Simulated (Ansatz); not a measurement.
A run for Ansatz (a first-principles code): U-CCSD(T)/def2-QZVPP on HCl+, 2S+1 = 2, a spin state set in the input, which need not be the lowest, a point of a bond scan (R = 1.325 Å). Charge +1. Files ending in .json are basis or fitting sets from the Basis Set Exchange.

Ansatz 0.2 input:
```yaml
crystal:
  periodic: [false, false, false]
  atoms:
    - {symbol: H, position_ang: [0.00000000, 0.00000000, 0.00000000]}
    - {symbol: Cl, position_ang: [0.00000000, 0.00000000, 1.32542700]}
basis:
  gaussian:
    orbitals: def2-QZVPP.json
    pivot_positions_ang: [[0.00000000, 0.00000000, 0.00000000], [0.00000000, 0.00000000, 1.32542700]]
total_charge: 1
magnetization: {spin_polarized: true, initial_magnetization: 1}
correlation: {method: ccsd_t, electrons: valence}
output: {orbitals: {seedname: ./end}}
```

### Question
Give the final energy of this run.

### Answer
-459.8974 hartree (reference determinant -459.6891, T1 diagnostic 0.009).

### Question
How many basis functions does it have, and what does it roughly cost on one machine?

### Answer
100 functions; very roughly 8 core-seconds.
